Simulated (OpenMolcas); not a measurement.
What dynamic correlation does to the levels of Xe+

- Program: OpenMolcas
- Basis: ANO-RCC [10s9p8d5f3g]
- Scalar Hamiltonian: DKH2, point nucleus
- Active space: 7 electrons in 9 orbitals (RAS2 5s 5p; RAS3 5d, at most 2 electrons)
- State averaging: 2S+1 = 2 odd, 3 roots; 2S+1 = 2 even, 1 root
- Spin-orbit coupling: state interaction with AMFI integrals over the reference wave functions, term energies averaged over their components

Methods on the same reference wave functions:
A. RASSCF
B. SS-RASPT2, IPEA 0.25 Eh, imaginary shift 0.1 Eh (closed shells correlated: 4d)

Energies in eV above 5s2 5p5 2P* 3/2, the measured ground level; measured values from NIST Handbook of Basic Atomic Spectroscopic Data.

```csv
Level,A,B,Measured
5s2 5p5 2P* 3/2,0.0000,0.0000,0.0000
5s2 5p5 2P* 1/2,1.1738,1.174,1.3064
5s 5p6 2S 1/2,11.5539,11.491,11.2669
```

Deviations, from unrounded energies. A percentage is the sum of absolute deviations over the sum of measured energies, with the sign that they share, or ± where signs differ.

```json
{"Against measurement": "mean absolute deviation (cm-1)", "Levels": "2", "A": "1700", "B": "1400"}
{"Against measurement": "fine structure of the ground term (%)", "Levels": "1", "A": "-10.1", "B": "-10.1"}
{"Against measurement": "other configurations (%)", "Levels": "1", "A": "+2.5", "B": "+2.0"}
```

B lies closest to measurement on these levels. The largest miss of B in the table is 5s 5p6 2S 1/2, by +1800 cm-1. The ranking rests on the paired levels alone, and a cruder setting can come out closer through cancelling errors.

The lowest spin-free term lies below A's lowest term by 0.602 hartree in B.

Configurations are named by rounded mean occupations; where the s occupation lies near a half they are strongly mixed, a name can repeat and a true partner stay unpaired. Some terms take much of their weight from 5d, a shell meant for correlation, so their names are nominal. Some terms mix strongly with configurations of 5d, whose occupation reaches 0.40 (5s 5p6 2S). Measured partners are found by configuration, term and J. A level has none where our copy of the source lacks it or the pairing is in doubt (some pairs that miss far off the trend of their configuration count as doubtful), and it then counts in no deviation. Levels of configurations outside the active space are missing.

* marks odd parity.
